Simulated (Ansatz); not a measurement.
C2H8AlB (`CB[CH2][AlH2]`), 12 atoms. Total charge 0; spin multiplicity 1. All runs use 2 threads of an AMD EPYC 7B13 on a shared host. Correlated methods freeze the cores.

(1) How many basis functions does each run have, and how long does it take in Ansatz? RKS BHLYP-D4/def2-TZVPP energy; RKS PBE0-D4/def2-TZVP relaxation (17 steps); RKS PBE0-D4/def2-TZVP frequencies; RKS ωB97M-V/def2-QZVPP energy; RHF-CCSD(T)/def2-SVP energy; RKS PBE-QIDH (frozen core)/def2-TZVPP energy; RKS PBE-D4/def2-TZVPP energy and forces; RKS HSE06 (plane-wave form)-D4/def2-TZVPP energy; RKS PBE0-D4/def2-SVP energy; RKS ωB97M-V/def2-SVP energy; RHF-CCSD(T)/def2-TZVPP energy; RKS PBE0-D4/def2-QZVPP energy. (Best estimate.)

## Answers

(1) The calculation gave: Other jobs shared the machine, so times are rough.

```tsv
level	job	functions	wall time	peak host memory (GiB)
RKS PBE0-D4/def2-SVP	energy	100	1.2 s	0.46
RKS PBE-D4/def2-TZVPP	energy and forces	247	3 s	0.3
RKS BHLYP-D4/def2-TZVPP	energy	247	3.6 s	0.54
RKS HSE06 (plane-wave form)-D4/def2-TZVPP	energy	247	3.7 s	0.55
RHF-CCSD(T)/def2-SVP	energy	100	3.9 s	0.46
RKS ωB97M-V/def2-SVP	energy	100	4.3 s	0.46
RKS PBE-QIDH (frozen core)/def2-TZVPP	energy	247	6.5 s	0.61
RKS PBE0-D4/def2-QZVPP	energy	481	10 s	1.4
RKS ωB97M-V/def2-QZVPP	energy	481	22 s	1.8
RKS PBE0-D4/def2-TZVP	relaxation (17 steps)	178	56 s	0.42
RKS PBE0-D4/def2-TZVP	frequencies	178	2.7 min	0.46
RHF-CCSD(T)/def2-TZVPP	energy	247	5.4 min	2
```
